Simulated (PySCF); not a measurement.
## `Ic1ccccc1`, C$_{6}$H$_{5}$I: coupling constants with relativity

Geometry:
```json
{"atom": "I1", "x (Å)": "2.898", "y (Å)": "-0.722", "z (Å)": "-0.307"}
{"atom": "C2", "x (Å)": "0.843", "y (Å)": "-0.371", "z (Å)": "-0.027"}
{"atom": "C3", "x (Å)": "0.366", "y (Å)": "0.939", "z (Å)": "-0.003"}
{"atom": "C4", "x (Å)": "-0.998", "y (Å)": "1.163", "z (Å)": "0.184"}
{"atom": "C5", "x (Å)": "-1.875", "y (Å)": "0.091", "z (Å)": "0.345"}
{"atom": "C6", "x (Å)": "-1.384", "y (Å)": "-1.213", "z (Å)": "0.319"}
{"atom": "C7", "x (Å)": "-0.023", "y (Å)": "-1.453", "z (Å)": "0.133"}
{"atom": "H8", "x (Å)": "1.050", "y (Å)": "1.780", "z (Å)": "-0.129"}
{"atom": "H9", "x (Å)": "-1.375", "y (Å)": "2.189", "z (Å)": "0.203"}
{"atom": "H10", "x (Å)": "-2.942", "y (Å)": "0.272", "z (Å)": "0.491"}
{"atom": "H11", "x (Å)": "-2.064", "y (Å)": "-2.059", "z (Å)": "0.444"}
{"atom": "H12", "x (Å)": "0.360", "y (Å)": "-2.475", "z (Å)": "0.113"}
```

Method: indirect couplings at PBE0/pcJ-1 (dyall-v2z on I), no solvent, finite nuclei, PBE0-D3(BJ)/def2-SVP geometry; PySCF integrals, density fitting.

Non-relativistic values:
| coupling | atoms | J (Hz) |
| --- | --- | --- |
| 1J(127I,13C) | I1 – C2 | -156.1 |
| 2J(127I,13C) | I1 – C3/C7 | 5.8 |
| 3J(127I,13C) | I1 – C4/C6 | 1.4 |
| 3J(127I,1H) | I1 – H8/H12 | 4.9 |
| 4J(127I,13C) | I1 – C5 | 0.6 |
| 4J(127I,1H) | I1 – H9/H11 | 1.4 |
| 5J(127I,1H) | I1 – H10 | 1.9 |

Problem. What do two-component X2C with spin–orbit coupling give?

Solution. 
```csv
coupling,atoms,with spin–orbit (Hz)
"1J(127I,13C)",I1 – C2,-193.5
"2J(127I,13C)",I1 – C3/C7,1.4
"3J(127I,13C)",I1 – C4/C6,-0.6
"3J(127I,1H)",I1 – H8/H12,4.9
"4J(127I,13C)",I1 – C5,1.1
"4J(127I,1H)",I1 – H9/H11,1.3
"5J(127I,1H)",I1 – H10,2.6
```

The largest listed coupling, 1J(127I,13C), ends at 1.24 times its non-relativistic value. Equivalent partners are averaged, as under fast rotation. Couplings to strongly quadrupolar nuclei (127I) are seldom resolved in solution.
